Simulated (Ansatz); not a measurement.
The same substitution along the group B, Al, Ga, In.

Isolated molecules relaxed with PBE0-D4/def2-TZVP in Ansatz; ΔE leaves out vibrations. CCSD(T)/CBS is the MP2 limit (def2-TZVPP, def2-QZVPP) plus CCSD(T) − MP2 in def2-TZVPP, frozen cores. This one scheme is used for every species. Functionals use def2-TZVPP. def2 core potentials past Kr. For Ga, In, V outer-core shells are correlated without core-valence functions, which leaves a few kJ/mol of doubt a bond. Scalar relativity is left out up to krypton. Each species was taken in one conformer, which may not be the lowest.

| reaction | RPA@PBE/def2-TZVPP (kcal/mol) | CCSD(T)/def2-SVP (kcal/mol) | ωB97M-V (kcal/mol) |
| --- | --- | --- | --- |
| `COB(Cl)Cl` + `[NH]=[V]([F])([F])[F]` → `C[N]=[V]([F])([F])[F]` + `OB(Cl)Cl` | -13.3 | -15.2 | -13.9 |
| `C[O][Al]([Cl])[Cl]` + `[NH]=[V]([F])([F])[F]` → `C[N]=[V]([F])([F])[F]` + `[OH][Al]([Cl])[Cl]` | -15.1 | -15.4 | -15.6 |
| `C[O][Ga]([Cl])[Cl]` + `[NH]=[V]([F])([F])[F]` → `C[N]=[V]([F])([F])[F]` + `[OH][Ga]([Cl])[Cl]` | -15.1 | -15.8 | -16.0 |
| `C[O][In]([Cl])[Cl]` + `[NH]=[V]([F])([F])[F]` → `C[N]=[V]([F])([F])[F]` + `[OH][In]([Cl])[Cl]` | -15.7 | -16.0 | -16.6 |

(1) Give the CCSD(T)/CBS values in the same order. (Estimate.)

Largest T1 diagnostic: 0.029, for `[NH]=[V]([F])([F])[F]`, so its coupled-cluster energy is less sure.

Answers

(1) Computed: -15.4, -17.6, -17.5, -18.0 kcal/mol.
